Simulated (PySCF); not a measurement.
# Electron correlation in F⁻ (fluorine, charge -1)

[Ne], closed-shell 1S. Computed with PySCF 2.14 in def2-TZVPPD, with the non-relativistic Hamiltonian (point nucleus). Frozen: 1s2; 8 electrons correlated.

```csv
level,correlation energy (mhartree)
CCSD,-281.54
(T),-9.51
CCSD(T),-291.05
CCSDT,-291.09
```

Diagnostics: T1 = 0.023, D1 = 0.0367, largest double amplitude 0.038.

**Question.** Is a single reference adequate?

**Answer.** Yes: T1 lies below 0.03 and no double amplitude reaches 0.07.
